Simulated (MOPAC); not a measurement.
MOPAC input (PM6):

```
PM6 FORCE THERMO(298,298) PRECISE LET CHARGE=-1 GEO-OK AUX(PRECISION=9) THREADS=1
H7N2Si2

N    -1.96196050 1   -0.69222554 1   -0.32883078 1
Si   -0.97508147 1    0.60814024 1    0.24886231 1
N     0.60187880 1    0.33842752 1    0.77777665 1
Si    1.72332948 1   -0.43008815 1   -0.51872089 1
H    -1.78373899 1   -1.09082030 1   -1.24297105 1
H    -2.38405941 1   -1.38848285 1    0.25931889 1
H    -1.71778140 1    1.13548057 1    1.39666191 1
H    -1.01532061 1    1.59322090 1   -0.82925036 1
H     0.92537552 1    0.46237173 1    1.73083060 1
H     2.91462125 1    0.53410938 1   -0.54688448 1
H     2.36515522 1   -1.57002657 1    0.28297653 1
```

From the output:

```
     H   11   0.007405   0.016267   0.041660   0.234482   2.383357

          HEAT OF FORMATION =     -41.474344 KCALS/MOLE

          ZERO POINT ENERGY      42.815 KCAL/MOL

           NORMAL COORDINATE ANALYSIS (Total motion = 1 Angstrom)

   Root No.       1         2         3         4         5         6         7         8

                 1 A       2 A       3 A       4 A       5 A       6 A       7 A       8 A

                  78.4      87.1     137.1     225.1     255.8     477.0     512.4     606.4

   x  N    1    0.0101   -0.0106    0.0025    0.0031   -0.0295    0.0015    0.0021   -0.0408
   y  N    1    0.0439   -0.0469   -0.0205    0.0065   -0.0723    0.0004   -0.0044   -0.0516
   z  N    1    0.0563   -0.0139    0.0121   -0.0198   -0.0045    0.0030    0.0037   -0.0010
   x Si    2    0.0102   -0.0111    0.0016    0.0082   -0.0291   -0.0023    0.0033    0.0036
   y Si    2   -0.0072   -0.0359    0.0112   -0.0069    0.0560    0.0001    0.0005   -0.0059
   z Si    2   -0.0275   -0.0412    0.0043    0.0186    0.0042   -0.0276    0.0040   -0.0037
   x  N    3    0.0413   -0.0357   -0.0075   -0.0212    0.0782    0.0089   -0.0320    0.0076
   y  N    3   -0.0263   -0.0223    0.0159    0.0106   -0.0075   -0.0129    0.0204    0.0241
   z  N    3    0.0224    0.0685   -0.0211   -0.0206    0.0176   -0.0112   -0.0089   -0.0043
   x Si    4   -0.0385    0.0282   -0.0106   -0.0013    0.0083   -0.0054   -0.0016    0.0118
   y Si    4   -0.0033    0.0751   -0.0006   -0.0043   -0.0088    0.0078   -0.0008    0.0004
   z Si    4   -0.0157    0.0190   -0.0103   -0.0050   -0.0139    0.0174   -0.0073   -0.0028
   x  H    5    0.0643    0.0019    0.0038    0.0048   -0.0675    0.1130   -0.0102    0.0896
   y  H    5    0.0166   -0.1227    0.0184   -0.2727   -0.2701   -0.0132    0.0262    0.2618
   z  H    5    0.0976    0.0150    0.0023    0.0603    0.0255    0.0817   -0.0130    0.0019
   x  H    6   -0.0178   -0.0210   -0.0064    0.0410   -0.0548   -0.1187    0.0263    0.0259
   y  H    6    0.1311    0.0363   -0.0747    0.3873   -0.0310   -0.0212   -0.0024    0.1967
   z  H    6    0.1004    0.0162    0.0031    0.0596    0.0260    0.0898   -0.0149    0.0150
   x  H    7   -0.0555   -0.0062    0.0050    0.0507   -0.0300    0.1052    0.0190    0.0351
   y  H    7    0.0505    0.0575   -0.0111   -0.0162    0.0857   -0.1732    0.0019   -0.0213
   z  H    7   -0.0787   -0.0922    0.0180    0.0373   -0.0147    0.1074    0.0088    0.0133
   x  H    8    0.0345   -0.0026    0.0165   -0.0383   -0.0363   -0.1188   -0.0073   -0.0278
   y  H    8   -0.0849   -0.1051    0.0395   -0.0030    0.0279    0.1790   -0.0397   -0.0046
   z  H    8   -0.0931   -0.0959    0.0207    0.0383   -0.0133    0.1461   -0.0247    0.0086
   x  H    9    0.1039   -0.0066    0.0035   -0.0340    0.1439    0.0598    0.3058    0.0420
   y  H    9   -0.0481   -0.0371    0.0097    0.0126   -0.0545    0.0039   -0.1758   -0.0294
   z  H    9    0.0620    0.0778   -0.0137   -0.0290    0.0513    0.0392    0.1743   -0.0014
   x  H   10   -0.0724    0.0527   -0.0554    0.0051   -0.0259    0.0245    0.0844   -0.0848
   y  H   10   -0.0074   -0.0126   -0.2934   -0.0449    0.0552   -0.0099   -0.1135    0.1138
   z  H   10    0.0676    0.0046    0.2322   -0.0006    0.0362   -0.0393   -0.1524    0.1606
   x  H   11    0.0151    0.1491    0.3526    0.0293   -0.0260    0.0033   -0.0487   -0.0463
   y  H   11   -0.0101    0.0532    0.0809    0.0115   -0.0195   -0.0125    0.0868    0.0183
   z  H   11   -0.0456   -0.0642    0.0306    0.0155   -0.0217   -0.0286    0.1863    0.0559

   Root No.       9        10        11        12        13        14        15        16

                 9 A      10 A      11 A      12 A      13 A      14 A      15 A      16 A

                 621.5     657.3     675.8     764.5     827.2     844.4     879.5     894.8

   x  N    1    0.0165   -0.0073    0.0145   -0.0027    0.0215    0.0804    0.0044    0.0021
   y  N    1    0.0178    0.0123    0.0246    0.0056   -0.0050   -0.0187    0.0030   -0.0010
   z  N    1   -0.0180   -0.0073    0.0036    0.0304   -0.0360    0.0124    0.0075   -0.0008
   x Si    2   -0.0038   -0.0061   -0.0052   -0.0005   -0.0083   -0.0244   -0.0106   -0.0013
   y Si    2    0.0005   -0.0229   -0.0133   -0.0040    0.0069    0.0169    0.0143    0.0041
   z Si    2    0.0041    0.0014   -0.0012   -0.0237    0.0087   -0.0049   -0.0034    0.0007
   x  N    3   -0.0288    0.0510   -0.0231   -0.0053   -0.0140   -0.0169   -0.0131   -0.0013
   y  N    3    0.0269   -0.0120    0.0123    0.0123   -0.0159   -0.0304   -0.0499   -0.0119
   z  N    3    0.0557   -0.0243   -0.0400    0.0468    0.0129   -0.0029   -0.0101   -0.0043
   x Si    4    0.0133   -0.0041    0.0124    0.0064    0.0022    0.0013    0.0005   -0.0150
   y Si    4   -0.0201    0.0248    0.0038   -0.0093   -0.0000    0.0023    0.0064   -0.0165
   z Si    4   -0.0346    0.0037    0.0123   -0.0200   -0.0030   -0.0003    0.0057    0.0045
   x  H    5    0.1336   -0.0023   -0.0643   -0.1596    0.1435    0.0610   -0.0135    0.0107
   y  H    5   -0.0396   -0.0700   -0.1285   -0.0533    0.0188    0.0547    0.0218    0.0118
   z  H    5    0.0790    0.0179   -0.0089   -0.0619    0.0438   -0.0156   -0.0085    0.0018
   x  H    6   -0.1531   -0.0631    0.0020    0.1390   -0.0709    0.1540    0.0400    0.0005
   y  H    6   -0.0926   -0.0585   -0.0897    0.0278    0.0406    0.0474    0.0272    0.0083
   z  H    6    0.0847    0.0183   -0.0176   -0.0758    0.0496   -0.0314   -0.0148    0.0025
   x  H    7    0.1402   -0.0399   -0.0325   -0.0105   -0.2540   -0.1088    0.2845    0.0349
   y  H    7    0.0641   -0.0365   -0.0592   -0.1177   -0.0701    0.0629    0.1220    0.0257
   z  H    7    0.0101   -0.0022    0.0182    0.0396   -0.0178   -0.0597    0.0205   -0.0014
   x  H    8   -0.0749   -0.0175    0.0132    0.0621    0.2669   -0.2518    0.1977    0.0310
   y  H    8   -0.0456   -0.0484   -0.0213    0.1585    0.1384    0.0155    0.0912    0.0142
   z  H    8   -0.0064   -0.0135   -0.0148    0.0783    0.0166    0.0702   -0.0178   -0.0026
   x  H    9   -0.0564   -0.0852    0.1347   -0.0340    0.0115   -0.0420   -0.0358   -0.0081
   y  H    9   -0.0273    0.0014   -0.1033    0.0419   -0.0397   -0.0680   -0.1647   -0.0312
   z  H    9    0.0006   -0.1227    0.0384    0.0302    0.0202   -0.0416   -0.0804   -0.0197
   x  H   10   -0.0534   -0.0180   -0.1217   -0.0264   -0.0095   -0.0185   -0.0128    0.0058
   y  H   10    0.0408   -0.0215    0.1841    0.0220    0.0011    0.0123   -0.0264    0.3655
   z  H   10    0.0803    0.0560    0.2322    0.0354    0.0194    0.0375    0.0478   -0.1781
   x  H   11   -0.0298   -0.0975   -0.0123   -0.0238   -0.0200   -0.0312   -0.0578    0.3701
   y  H   11    0.0244    0.1759   -0.0330    0.0425    0.0097    0.0229    0.0027    0.1290
   z  H   11    0.0767    0.3429   -0.0516    0.0988    0.0280    0.0541    0.0231    0.1238

   Root No.      17        18        19        20        21        22        23        24

                17 A      18 A      19 A      20 A      21 A      22 A      23 A      24 A

                 937.4    1015.8    1045.7    1554.7    2016.4    2037.2    2162.4    2171.2

   x  N    1   -0.0316    0.0228    0.0459   -0.0555   -0.0000    0.0001   -0.0002    0.0003
   y  N    1    0.0103   -0.0005   -0.0017    0.0159    0.0001   -0.0000   -0.0003    0.0003
   z  N    1   -0.0024   -0.0016    0.0002    0.0009   -0.0000    0.0000    0.0001    0.0000
   x Si    2    0.0242   -0.0297   -0.0617    0.0032   -0.0000   -0.0001    0.0054   -0.0087
   y Si    2   -0.0242   -0.0130   -0.0460    0.0017    0.0001    0.0000   -0.0102    0.0198
   z Si    2    0.0030    0.0082   -0.0006    0.0001    0.0001    0.0000   -0.0277   -0.0161
   x  N    3   -0.0028    0.0021    0.0601   -0.0003   -0.0009   -0.0005    0.0003   -0.0008
   y  N    3    0.0042   -0.0228    0.1002   -0.0010   -0.0002    0.0004    0.0002   -0.0012
   z  N    3   -0.0076   -0.0237    0.0045    0.0004    0.0010   -0.0002   -0.0001   -0.0002
   x Si    4    0.0003    0.0062   -0.0070   -0.0001   -0.0112   -0.0183   -0.0000    0.0001
   y Si    4   -0.0002    0.0025   -0.0021    0.0001   -0.0182    0.0114   -0.0001    0.0003
   z Si    4    0.0005   -0.0072    0.0088    0.0001    0.0001   -0.0143   -0.0001    0.0000
   x  H    5   -0.0324    0.0407    0.0562    0.3607    0.0005    0.0001    0.0002   -0.0009
   y  H    5   -0.0220    0.0177    0.0151   -0.1238   -0.0002    0.0004    0.0008    0.0008
   z  H    5    0.0017    0.0084    0.0088    0.2633   -0.0001   -0.0002   -0.0036   -0.0028
   x  H    6   -0.0550    0.0286    0.0695    0.3353   -0.0001    0.0000    0.0007   -0.0016
   y  H    6   -0.0282    0.0104    0.0232   -0.1227   -0.0004    0.0002   -0.0005   -0.0006
   z  H    6    0.0083   -0.0039   -0.0147   -0.2821   -0.0000    0.0001   -0.0040   -0.0014
   x  H    7   -0.0718    0.1125    0.0824   -0.0044   -0.0001    0.0002   -0.1938    0.0473
   y  H    7    0.3172    0.1094    0.0586   -0.0040   -0.0016   -0.0003    0.3859   -0.0909
   z  H    7   -0.2321   -0.0180   -0.0225    0.0000   -0.0017   -0.0004    0.6496   -0.1457
   x  H    8   -0.0670    0.0727    0.1132   -0.0032    0.0010   -0.0001    0.0414    0.2024
   y  H    8    0.2408    0.0228    0.0653   -0.0040   -0.0015    0.0001   -0.0966   -0.4561
   z  H    8    0.2377    0.0002    0.0296   -0.0001    0.0023   -0.0002    0.1352    0.5988
   x  H    9    0.0360    0.0938    0.0274   -0.0017   -0.0008   -0.0008    0.0006    0.0024
   y  H    9   -0.0366    0.3988   -0.1078   -0.0028    0.0007    0.0011   -0.0028    0.0004
   z  H    9    0.0070    0.2431   -0.1033   -0.0025    0.0031   -0.0004   -0.0060    0.0014
   x  H   10   -0.0076   -0.0210    0.0463    0.0005    0.4205    0.4496    0.0013   -0.0022
   y  H   10    0.0068    0.0273   -0.0397   -0.0000    0.0714    0.0930    0.0006   -0.0004
   z  H   10    0.0156    0.0393   -0.0875   -0.0011    0.1978    0.1956    0.0013   -0.0009
   x  H   11   -0.0050   -0.0165    0.0446    0.0019   -0.0952    0.0697   -0.0008    0.0003
   y  H   11    0.0001    0.0275   -0.0440   -0.0008    0.4360   -0.4173    0.0011   -0.0023
   z  H   11    0.0034    0.0534   -0.1012   -0.0015   -0.2199    0.2076    0.0006    0.0015

   Root No.      25        26        27

                25 A      26 A      27 A

                2799.6    2804.9    2860.3

   x  N    1    0.0014    0.0076   -0.0325
   y  N    1   -0.0009   -0.0041    0.0121
   z  N    1   -0.0036   -0.0494   -0.0150
   x Si    2    0.0011    0.0007   -0.0014
   y Si    2    0.0008   -0.0001    0.0002
   z Si    2   -0.0011   -0.0009   -0.0004
   x  N    3    0.0337   -0.0017    0.0007
   y  N    3    0.0193   -0.0011    0.0005
   z  N    3   -0.0415    0.0019   -0.0006
   x Si    4    0.0006    0.0000   -0.0000
   y Si    4   -0.0003    0.0000   -0.0000
   z Si    4   -0.0012    0.0001   -0.0000
   x  H    5   -0.0295   -0.3169    0.1445
   y  H    5    0.0127    0.1284   -0.0573
   z  H    5    0.0482    0.4870   -0.2838
   x  H    6    0.0062    0.1907    0.3418
```

The dipole moment of an ion depends on the origin.
